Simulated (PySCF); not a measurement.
Do core-level shifts follow atomic charges?

C₃H₁₀B₂.
SMILES with atom numbers: `[BH2:1][CH2:2][BH:3][CH2:4][CH3:5]`

Cartesian coordinates in Å at the PBE0-D3(BJ)/def2-SVP level; atoms count from 1:
```xyz
15
C3H10B2 angstrom
B     -2.572   -0.116   -0.416
C     -1.483    0.620    0.404
B     -0.135    0.514   -0.395
C      1.116   -0.223    0.188
C      2.269   -0.525   -0.760
H     -3.004   -1.191   -0.065
H     -2.978    0.356   -1.455
H     -1.389    0.281    1.445
H     -1.718    1.702    0.335
H     -0.066    1.060   -1.479
H      0.794   -1.125    0.742
H      1.451    0.461    0.998
H      3.122   -0.995   -0.247
H      1.954   -1.209   -1.565
H      2.636    0.392   -1.246
```

Binding energies: delta-SCF UKS SCAN, pcX-2 on the ionised atom, pcseg-1 elsewhere, spin-free X2C (PySCF 2.14.0). Charges: PBE0/pcSseg-1 ground-state density, for the ionised atom.

| atom | environment | C 1s (eV) | Mulliken (e) | IAO (e) | Hirshfeld (e) | ESP (e) |
| --- | --- | --- | --- | --- | --- | --- |
| C2 | sp3 carbon bound to boron | 289.88 | -0.607 | -0.542 | -0.206 | -0.439 |
| C4 | sp3 carbon bound to boron | 290.16 | -0.500 | -0.397 | -0.135 | +0.071 |
| C5 | methyl carbon | 290.55 | -0.271 | -0.399 | -0.115 | -0.329 |

Task: Give the correlation coefficient and slope of binding energy on charge for each scheme.

Result: Mulliken: r = 0.99, slope 2.0 eV per e; Hirshfeld: r = 0.92, slope 6.5 eV per e; IAO: r = 0.81, slope 3.3 eV per e; ESP: r = 0.12, slope 0.1 eV per e. Mulliken charges have the highest r, on only 3 points.

Task: The point-charge model writes a binding energy as kq + V + constant, with V the potential of the other atoms' charges at the site. What does it give with the Hirshfeld charges?

Result: V = Σ 14.40 eV Å × q/r over all other atoms: +3.00 eV at C2, +1.72 eV at C4, +1.20 eV at C5. Fitting binding energy − V to q gives k = 25.7 eV per e and leaves an rms residual of 0.16 eV, against 0.11 eV for the fit on q alone. The model has no term for differences in relaxation between sites.

One conformer (not necessarily the lowest) at the PBE0-D3(BJ)/def2-SVP geometry, without solvent, vibrations or thermal averaging.
